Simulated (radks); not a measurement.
Results of a calculation; reference values are marked as such.
Task: Species: S III. Configuration: [He] 2s2 2p5 3s2 3p2 4f1 (not the ground configuration). Level of theory: scalar-relativistic Kohn-Sham, PBE, spin-polarised, spherical densities, point nucleus; open shells are filled with parallel spins first (a radial shooting solver on a logarithmic mesh with Libxc functionals). Some entries of the table are withheld. Estimate them.

orbital,occ.,eigenvalue (Ry),<r> (bohr),r(max) (bohr)
1s up,1,-182.4178,0.09686,0.06330
1s down,1,-182.2366,0.09678,0.06327
2s up,1,-20.03907,0.4667,0.3823
2s down,1,-19.73182,0.4684,0.3834
2p up,3,-16.15294,0.4249,0.3180
2p down,2,-15.79677,0.4274,0.3197
3s up,1,-3.87882,1.438,(1)
3s down,1,-3.61847,1.451,(2)
3p up,2,-2.95747,1.543,1.341
3p down,0,-2.70605,1.571,1.349
4f up,1,-0.47778,5.542,5.067

Result: 
(1) 3s up r(max) (bohr): 1.272
(2) 3s down r(max) (bohr): 1.275
